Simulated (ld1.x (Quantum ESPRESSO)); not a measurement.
u(r) = r·R(r): atom against pseudo-atom (Ga)

Columns: radius, all-electron u(r) and pseudo u(r) of the 4p shell (level -2.74 eV) of gallium in the configuration [Ar] 3d10 4s2 4p1; LDA (PZ), scalar-relativistic, TM scheme, ld1.x (Quantum ESPRESSO) 7.5.

```json
{"r (bohr)": "0.140", "all-electron": "0.1165", "pseudo": "0.0047"}
{"r (bohr)": "0.280", "all-electron": "-0.0669", "pseudo": "0.0188"}
{"r (bohr)": "0.420", "all-electron": "-0.1968", "pseudo": "0.0417"}
{"r (bohr)": "0.560", "all-electron": "-0.1998", "pseudo": "0.0728"}
{"r (bohr)": "0.700", "all-electron": "-0.1263", "pseudo": "0.1111"}
{"r (bohr)": "0.840", "all-electron": "-0.0228", "pseudo": "0.1553"}
{"r (bohr)": "0.980", "all-electron": "0.0851", "pseudo": "0.2039"}
{"r (bohr)": "1.120", "all-electron": "0.1853", "pseudo": "0.2552"}
{"r (bohr)": "1.260", "all-electron": "0.2730", "pseudo": "0.3075"}
{"r (bohr)": "1.400", "all-electron": "0.3469", "pseudo": "0.3585"}
{"r (bohr)": "1.540", "all-electron": "0.4075", "pseudo": "0.4066"}
{"r (bohr)": "1.680", "all-electron": "0.4559", "pseudo": "0.4497"}
{"r (bohr)": "1.820", "all-electron": "0.4934", "pseudo": "0.4865"}
{"r (bohr)": "1.960", "all-electron": "0.5215", "pseudo": "0.5161"}
{"r (bohr)": "2.100", "all-electron": "0.5414", "pseudo": "0.5382"}
{"r (bohr)": "2.240", "all-electron": "0.5544", "pseudo": "0.5529"}
{"r (bohr)": "2.380", "all-electron": "0.5615", "pseudo": "0.5610"}
{"r (bohr)": "2.520", "all-electron": "0.5637", "pseudo": "0.5636"}
{"r (bohr)": "2.660", "all-electron": "0.5618", "pseudo": "0.5617"}
{"r (bohr)": "2.800", "all-electron": "0.5564", "pseudo": "0.5564"}
{"r (bohr)": "2.940", "all-electron": "0.5482", "pseudo": "0.5482"}
{"r (bohr)": "3.080", "all-electron": "0.5377", "pseudo": "0.5377"}
{"r (bohr)": "3.220", "all-electron": "0.5254", "pseudo": "0.5254"}
{"r (bohr)": "3.360", "all-electron": "0.5117", "pseudo": "0.5117"}
{"r (bohr)": "3.500", "all-electron": "0.4969", "pseudo": "0.4969"}
{"r (bohr)": "3.640", "all-electron": "0.4812", "pseudo": "0.4812"}
```

**Question.** How many radial nodes do the two functions have?

**Answer.** The all-electron 4p function has n − l − 1 = 2; the pseudo-wave has 0, since the states of the same l below it are removed with the core.

**Question.** At about which radius was the pseudo-wave matched?

**Answer.** 2.80 bohr. The columns agree to 0.0005 from 2.38 bohr on; several derivatives are matched, so the curves merge somewhat inside the radius.

**Question.** Is the pseudo-wave norm-conserving?

**Answer.** Yes: the TM scheme keeps the norm inside the radius equal to the all-electron one, which fixes the energy derivative of the logarithmic derivative at the level.
